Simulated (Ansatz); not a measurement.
Program: Ansatz. Geometries: PBE0-D4/def2-TZVP. ΔE: electronic, gas phase. CBS: MP2 limit from def2 TZ/QZ plus the TZ coupled-cluster correction, frozen cores. This one scheme is used for every species. DFT in def2-TZVPP. Each species was taken in one conformer, which may not be the lowest.

Consider the ligand exchange at a B–S bond: `CSB(C)N` + PH₃ → `CB(N)P` + CH₃SH.

`CSB(C)N`:

```xyz
13

C     1.847    0.861    0.638
S     1.467   -0.396   -0.601
B    -0.347   -0.550   -0.518
C    -1.222    0.303    0.472
N    -0.933   -1.476   -1.389
H     1.374    1.812    0.398
H     2.929    0.996    0.630
H     1.543    0.541    1.634
H    -0.931    0.130    1.512
H    -2.288    0.076    0.385
H    -1.096    1.375    0.293
H    -1.926   -1.630   -1.415
H    -0.416   -2.043   -2.038
```

PH₃:

Cartesian coordinates in Å:
```
P -0.265 -0.186 -0.482
H 0.893 -0.808 0.054
H -0.910 -0.123 0.782
H 0.282 1.118 -0.354
```

`CB(N)P`:

Cartesian coordinates in Å:
```
C 0.317 -1.186 -0.760
B 0.084 0.052 0.181
N -0.329 -0.123 1.501
P 0.506 1.831 -0.457
H 1.299 -1.147 -1.241
H 0.234 -2.146 -0.241
H -0.417 -1.185 -1.574
H -0.507 0.632 2.141
H -0.476 -1.034 1.903
H -0.504 2.555 0.228
H -0.207 1.752 -1.680
```

CH₃SH:

Z-matrix (Å, degrees):
```
C
S 1 1.806
H 1 1.089 2 111.5
H 1 1.089 2 111.5 3 -123.8
H 1 1.090 2 106.2 3 118.1
H 2 1.342 1 97.1 3 61.9
```

Is it downhill or uphill in electronic energy at CCSD(T)/CBS, and by how much? (Estimate.)

Ansatz gave: Uphill: ΔE = +0.55 eV.

What do these levels give: PBE-D4, ωB97X-V, ωB97M-V, HF/def2-TZVPP, MP2/def2-TZVPP, CCSD/def2-TZVPP, CCSD(T)/def2-TZVPP, HF/def2-QZVPP, SCS-MP2/def2-QZVPP, HF/CBS(def2), MP2/CBS(def2), CCSD/CBS(def2)? (Estimate.)

The calculation gave: PBE-D4 0.53, ωB97X-V 0.55, ωB97M-V 0.57, HF/def2-TZVPP 0.53, MP2/def2-TZVPP 0.60, CCSD/def2-TZVPP 0.55, CCSD(T)/def2-TZVPP 0.56, HF/def2-QZVPP 0.53, SCS-MP2/def2-QZVPP 0.57, HF/CBS(def2) 0.53, MP2/CBS(def2) 0.59, CCSD/CBS(def2) 0.54 eV.

Largest T1 diagnostic among the species: 0.013.

The D4 term adds +0.04 eV with B3LYP and +0.02 eV with PBE0; it sums over pairs of atoms, weighted by their polarisabilities, and B3LYP, whose exchange is more repulsive, gets the larger term.

B3LYP here is the variant with VWN-RPA as its local correlation; programs differ in this.
